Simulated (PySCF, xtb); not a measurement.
SiBr2Cl2, SMILES Cl[Si](Br)(Cl)Br.

GFN2-xTB in xtb at its own geometry gives an orbital gap of 6.51 eV and a dipole moment of 5.90 D.

The structure is a stationary point at B3LYP-D3(BJ)/def2-SVP.

Question: What does PBE/def2-TZVP (PySCF) give? (An estimate is asked for; the answer gives what the named calculation found.)

Answer: gap 5.12 eV (levels -7.54 and -2.42 eV), dipole 0.17 D.
